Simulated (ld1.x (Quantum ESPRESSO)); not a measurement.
Transferability test, TM potential for Ga

ld1.x (Quantum ESPRESSO) 7.5 input, shortened:

```
&input
   title='Ga', zed=31., rel=1, dft='PZ', iswitch=3,
   config='[Ar] 3d10 4s2 4p1'
 /
 &inputp
   pseudotype=2, tm=.true., lloc=0,
   nlcc=.true., new_core_ps=.true., rcore=0.95
 /
2
4P  2  1   1.00   0.00  2.35  2.35  0.0
4S  1  0   2.00   0.00  1.65  1.65  0.0
 &test
   configts(1)='4s2 4p1'
 /
```

Energies are relative to the spin-unpolarised reference configuration 4s2 4p1; without spin polarisation the order of configurations can differ from experiment. Spin-polarised rows fill each open shell by Hund’s rule, majority spin first.

```csv
valence configuration,charge,ΔE all-electron (eV),error AE − PS (meV)
4s2 4p0,+1,5.888,-12
4s1 4p0,+2,27.391,-180
4s2 4p0.5,+0.5,2.120,-1.8
4s2 4p1.3,-0.3,-0.578,-0.1
4s0 4p3,0,13.544,-63
4s1 4p1,+1,13.338,-49
4s1 4p2,0,6.612,-16
4s2 4p1 (spin-polarised),0,-0.134,-1.1
```

What are ΔE and the potential's error for 4s1 4p0 (spin-polarised)?

ΔE = 27.084 eV all-electron; the error (AE − PS) is -197 meV.
